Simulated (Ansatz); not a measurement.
`O[SiH](O)N[SiH3]`. Total charge 0; spin multiplicity 1. All single points use the PBE0-D4/def2-TZVP geometry. It is one conformer, not always the lowest.

```xyz
12

O    -0.140   -1.844   -1.715
Si   -0.387   -0.346   -1.101
O    -1.719   -0.210   -0.150
N     0.856    0.122   -0.029
Si    0.686    0.947    1.486
H     0.001   -2.553   -1.084
H    -0.523    0.486   -2.317
H    -2.573   -0.142   -0.577
H     1.805   -0.054   -0.325
H    -0.157    2.163    1.356
H     0.097    0.086    2.545
H     2.054    1.345    1.912
```

Q: What is the dipole moment at ωB97M-V/def2-TZVPP? (Estimate.)

A: The calculation gave: 0.76 D, with components (-0.06, -0.73, -0.17) D in this frame, pointing from negative to positive charge.

Q: And with PBE, r2SCAN, B3LYP? (An estimate is asked.)

A: Ansatz gave: PBE 0.78 D, r2SCAN 0.79 D, B3LYP 0.72 D.

Q: Give the Mulliken charges with ωB97M-V, B3LYP, PBE in def2-TZVPP. (Estimate.)

A: Computed: 
```tsv
atom	ωB97M-V	B3LYP	PBE
O1	-0.38	-0.39	-0.35
Si2	0.59	0.64	0.51
O3	-0.37	-0.38	-0.34
N4	-0.37	-0.36	-0.30
Si5	0.25	0.36	0.28
H6	0.18	0.19	0.19
H7	-0.07	-0.11	-0.11
H8	0.17	0.18	0.18
H9	0.10	0.13	0.14
H10	-0.04	-0.08	-0.06
H11	-0.04	-0.08	-0.07
H12	-0.04	-0.08	-0.07
```

B3LYP here is the variant with VWN-RPA as its local correlation; programs differ in this.
